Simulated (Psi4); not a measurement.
Cl$_{2}$Hg, charge -1, doublet, geometry from GFN2-xTB (such geometries of metal compounds can be far from the true shape) (a state made from the parent by changing its charge; the spin is typed, not shown lowest) (core potentials on Hg) (a gas-phase anion, which may not be bound at this level); WB97X/def2-SVP run with Psi4.

Here is a job for Psi4.
```
memory 2 GB

molecule mol {
-1 2
Hg   -0.286636    0.035043   -0.285882
Cl    2.459347    0.350231   -1.063916
Cl   -1.110471   -0.515140    2.409243
}

set {
  basis def2-svp
  reference uks
  scf_type pk
  puream true
  d_convergence 1e-8
  dft_radial_points 99
  dft_spherical_points 590
}

energy('wb97x')
print_variables()
```

What the program printed (banner, timings and long lists left out):

```
   => Loading Basis Set <=

    Name: DEF2-SVP
    Role: ORBITAL
    Keyword: BASIS

    !!!  WARNING: ECP capability is in beta. Please check occupations closely.  !!!

         ---------------------------------------------------------
                                   SCF
               by Justin Turney, Rob Parrish, Andy Simmonett
                          and Daniel G. A. Smith
                              UKS Reference
         ---------------------------------------------------------

  ==> Geometry <==

    Molecular point group: cs
    Full point group: Cs

    Geometry (in Angstrom), charge = -1, multiplicity = 2:

       Center              X                  Y                   Z               Mass
    ------------   -----------------  -----------------  -----------------  -----------------
         HG           0.247930771540     0.247662410445     0.000000000000   201.970643400000
         CL           1.070333494025    -2.503474950509     0.000000000000    34.968852682000
         CL          -2.502314631695     1.073043794002     0.000000000000    34.968852682000

  Running in cs symmetry.

  Rotational constants: A =      0.17481  B =      0.03773  C =      0.03103 [cm^-1]
  Rotational constants: A =   5240.79303  B =   1131.05783  C =    930.28543 [MHz]
  Nuclear repulsion =  155.569881631619609

  Charge       = -1
  Multiplicity = 2
  Electrons    = 55
  Nalpha       = 28
  Nbeta        = 27

  ==> Algorithm <==

  SCF Algorithm Type is PK.
  DIIS enabled.
  MOM disabled.
  Fractional occupation disabled.
  Guess Type is SAD.
  Energy threshold   = 1.00e-06
  Density threshold  = 1.00e-08
  Integral threshold = 1.00e-12

  ==> Primary Basis <==

  Basis Set: DEF2-SVP
    Blend: DEF2-SVP
    Number of shells: 28
    Number of basis functions: 68
    Number of Cartesian functions: 75
    Spherical Harmonics?: true
    Max angular momentum: 3

  Core potential: DEF2-SVP
    Number of shells: 4
    Number of ECP primitives: 10
    Number of ECP core electrons: 60
    Max angular momentum: 3

  ==> DFT Potential <==

   => LibXC <=

    Version 7.1.2
    S. Lehtola, C. Steigemann, M. J. T. Oliveira, and M. A. L. Marques,  SoftwareX 7, 1–5 (2018) (10.1016/j.softx.2017.11.002)

   => Composite Functional: WB97X <=

    wB97X Hyb-GGA Exchange-Correlation Functional

    J.-D. Chai and M. Head-Gordon,  J. Chem. Phys. 128, 084106 (2008) (10.1063/1.2834918)

    Deriv               =              1
    GGA                 =           TRUE
[...]

   @Spin Contamination Metric:   1.241556527E-02
   @S^2 Expected:                7.500000000E-01
   @S^2 Observed:                7.624155653E-01
   @S   Expected:                5.000000000E-01
   @S   Observed:                5.000000000E-01

    Orbital Energies [Eh]
    ---------------------

    Alpha Occupied:

[...]
      21Ap    -0.139684

    Alpha Virtual:

[...]
      48Ap   121.510533

    Beta Occupied:

[...]
    Beta Virtual:

[...]
    Final Occupation by Irrep:
             Ap   App
    DOCC [    20,    7 ]
    SOCC [     1,    0 ]
    NA   [    21,    7 ]
    NB   [    20,    7 ]

  @UKS Final Energy: -1073.71459580386158

   => Energetics <=

    Nuclear Repulsion Energy =            155.5698816316196087
    One-Electron Energy =               -1863.1603834339659898
    Two-Electron Energy =                 686.4744459680732689
    DFT Exchange-Correlation Energy =     -52.5985399695884723
    Empirical Dispersion Energy =           0.0000000000000000
    VV10 Nonlocal Energy =                  0.0000000000000000
    Total Energy =                      -1073.7145958038615845

  UHF NO Occupations:
  HONO-2 :   19 Ap 1.9986945
  HONO-1 :   20 Ap 1.9952868
  HONO-0 :   21 Ap 1.0000000
  LUNO+0 :   22 Ap 0.0047132
  LUNO+1 :   23 Ap 0.0013055
  LUNO+2 :   24 Ap 0.0000582
  LUNO+3 :   25 Ap 0.0000532

Computation Completed

Properties will be evaluated at   0.000000,   0.000000,   0.000000 [a0]

Properties computed using the SCF density matrix

 Multipole Moments:

 ------------------------------------------------------------------------------------
     Multipole            Electronic (a.u.)      Nuclear  (a.u.)        Total (a.u.)
 ------------------------------------------------------------------------------------

 L = 1.  Multiply by 2.5417464519 to convert [e a0] to [Debye]
 Dipole X            :         37.9390838          -36.6324617            1.3066221
 Dipole Y            :         37.8980191          -36.5928106            1.3052085
 Dipole Z            :          0.0000000            0.0000000            0.0000000
 Magnitude           :                                                    1.8468434

 ------------------------------------------------------------------------------------

  Variable Map:
  ----------------------------------------------------------------------------
[...]
  Array Variable Map:
  ----------------------------------------------------------------------------
[...]
[...]
```
